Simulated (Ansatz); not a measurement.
Coupled-cluster diagnostics for [WOF4]- (WOF₄⁻), Ansatz.

Geometry of the doublet (r2SCAN-D4/def2-SVPD):

```
atom   x (Å)   y (Å)   z (Å)
  W1   0.093  -0.012  -0.083
  O2   1.366  -0.170  -1.214
  F3  -0.917   1.593  -0.513
  F4   0.738   1.035   1.424
  F5   0.186  -1.502   1.163
  F6  -1.466  -0.944  -0.778
```

In the def2 sets W takes a core potential; there is no spin–orbit coupling. Correlated methods freeze 5 core orbitals; core or outer-core shells of W are correlated, in sets that lack core-valence functions. No other spin state of charge -1 was run.

(1) Estimate the CCSD(T) correlation energy, the shares of MP2 and (T), T1 and the reference's ⟨S²⟩ for: charge -1, doublet, own geometry in def2-SVPD; charge 0, singlet, vertical in def2-SVPD; and the rough time on 4 threads of Arm Neoverse V1 on a shared host.

Results:

(1) 
| state | basis | correlation (eV) | MP2 share (%) | (T) share (%) | T1 | ⟨S²⟩ (pure) | wall time | remarks |
| --- | --- | --- | --- | --- | --- | --- | --- | --- |
| charge -1, doublet, own geometry | def2-SVPD | -37.196 | 98.9 | 3.5 | 0.021 | 0.77 (0.75) | 5.4 min | – |
| charge 0, singlet, vertical | def2-SVPD | -38.281 | 100.3 | 4.2 | 0.024 | 0.00 (0.00) | 69 s | test for broken spin undecided |
Customary marks for T1 are 0.02 (closed shells), 0.045 (open shells) and about 0.05 (3d metals). T1 exceeds 0.02 in 2 of 2 rows and 0.045 in 0; the higher it lies, the less the single-reference result can be trusted.
